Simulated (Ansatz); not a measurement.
A nudged elastic band was laid between two geometries of BF2H + FH (6 atoms, charge 0, multiplicity 1).

Level of theory: RKS revPBE/def2-SVP (Ansatz 0.2.0).

| Quantity | Value |
| --- | --- |
| movable images | 7 |
| climbing image | yes |
| spring | 5.0 eV/Å² |
| optimiser | lbfgs |
| start path | through a guess of the saddle point |
| force threshold | 0.05 eV/Å |
| iteration limit | 60 |
| end points | relaxed |

Initial state:

```xyz
6
Properties=species:S:1:pos:R:3
B -0.004 0.333 -0.041
H -0.006 0.701 1.116
F 1.139 0.233 -0.718
F -1.149 0.176 -0.704
F 0.061 -2.012 0.830
H 0.064 -1.834 1.748
```

Final state:

```xyz
6
Properties=species:S:1:pos:R:3
B 0.014 -0.484 -0.661
H 0.014 0.149 2.483
F 1.147 0.184 -0.844
F -1.154 0.129 -0.825
F 0.048 -1.769 -0.321
H 0.037 -0.611 2.398
```

Task: What changes between the two ends?

Result: Bonds broken: B1–H2, F5–H6. Bonds formed: B1–F5, H2–H6. BF2H + FH becomes BF3 + H2.

Task: What energy profile does the band end with?

Result: It converged. The highest image is number 3 of 0 to 8, 0.60 eV above the first end and 1.87 eV above the last; the last end lies 1.27 eV below the first. Another band between the same ends (7 images) ends at a top of the same energy, where a vibrational analysis finds 1 clearly imaginary mode. The orbitals stay closed-shell, which can raise the energy where a bond breaks towards radicals; this wasn't checked here.

```
image  path coordinate (Å)  energy (eV)  B1–H2 (Å)  F5–H6 (Å)  B1–F5 (Å)
    0                 0.00         0.00       1.21       0.94       2.50
    1                 0.46         0.03       1.22       0.94       2.30
    2                 0.92         0.18       1.24       0.96       2.02
    3                 1.38         0.60       1.35       1.16       1.65
    4                 1.82        -0.28       1.62       1.57       1.42
    5                 2.26        -1.00       2.01       2.02       1.34
    6                 2.70        -1.20       2.42       2.39       1.33
    7                 3.14        -1.26       2.82       2.59       1.33
    8                 3.58        -1.27       3.21       2.96       1.33
```

Task: What is the geometry of the highest image?

Result: 
```xyz
6
Properties=species:S:1:pos:R:3
B 0.010 -0.171 0.053
H 0.010 0.195 1.357
F 1.164 0.131 -0.558
F -1.163 0.077 -0.544
F 0.050 -1.739 0.565
H 0.035 -0.895 1.358
```

Run time: 5.2 min on 1 thread of Arm Neoverse V2 (shared host), peak memory 0.11 GiB.
